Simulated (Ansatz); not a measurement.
In(Br)(Me)(OH) (CH4BrInO), SMILES [CH3][In]([OH])[Br]. Atoms are numbered in the order given.

```xyz
8

In    -0.6716    -0.0054     0.3972
Br     1.5255    -0.0333    -0.8459
C     -1.0746    -1.1922     2.1511
H     -1.2895    -2.2214     1.8312
H     -1.9433    -0.7729     2.6756
H     -0.1898    -1.1853     2.8010
O     -1.9941     1.2411    -0.4458
H     -1.6340     1.6776    -1.2313
```
Charge 0, spin multiplicity 1.

Coordinates come from a B3LYP-D3(BJ)/def2-SVP optimisation. The def2 effective core potentials stand for the cores of In; spin–orbit coupling is left out. One conformer was computed; it need not be the lowest.

Two levels are set side by side: PBE-D3(BJ)/def2-SVP (Ansatz, an electronic-structure program) and B3LYP-D3(BJ)/def2-SVP (Ansatz). Each level has its own optimised geometry; the coordinates shown are those of the second. Differences are taken from unrounded values.

| quantity | B3LYP-D3(BJ) |
|---|---|
| mean bond length (Å) | 1.564 |
| bond In1–Br2 (Å) | 2.525 |
| bond In1–C3 (Å) | 2.156 |
| bond In1–O7 (Å) | 2.003 |
| bond C3–H4 (Å) | 1.099 |
| bond C3–H5 (Å) | 1.098 |
| bond C3–H6 (Å) | 1.098 |
| bond O7–H8 (Å) | 0.968 |

What does PBE-D3(BJ) give, and how far is it from B3LYP-D3(BJ)? (An estimate is asked for; the answer gives what the named calculation found.)


```json
[
 {"quantity": "mean bond length (Å)", "PBE-D3(BJ)": "1.571", "PBE-D3(BJ) minus B3LYP-D3(BJ)": "0.007"},
 {"quantity": "bond In1–Br2 (Å)", "PBE-D3(BJ)": "2.528", "PBE-D3(BJ) minus B3LYP-D3(BJ)": "0.003"},
 {"quantity": "bond In1–C3 (Å)", "PBE-D3(BJ)": "2.156", "PBE-D3(BJ) minus B3LYP-D3(BJ)": "0.001"},
 {"quantity": "bond In1–O7 (Å)", "PBE-D3(BJ)": "2.018", "PBE-D3(BJ) minus B3LYP-D3(BJ)": "0.015"},
 {"quantity": "bond C3–H4 (Å)", "PBE-D3(BJ)": "1.106", "PBE-D3(BJ) minus B3LYP-D3(BJ)": "0.007"},
 {"quantity": "bond C3–H5 (Å)", "PBE-D3(BJ)": "1.105", "PBE-D3(BJ) minus B3LYP-D3(BJ)": "0.007"},
 {"quantity": "bond C3–H6 (Å)", "PBE-D3(BJ)": "1.105", "PBE-D3(BJ) minus B3LYP-D3(BJ)": "0.007"},
 {"quantity": "bond O7–H8 (Å)", "PBE-D3(BJ)": "0.978", "PBE-D3(BJ) minus B3LYP-D3(BJ)": "0.010"}
]
```

GGA bonds tend to be longer and softer than those of functionals with exact exchange. Differences between two approximate levels are no errors against the true value.
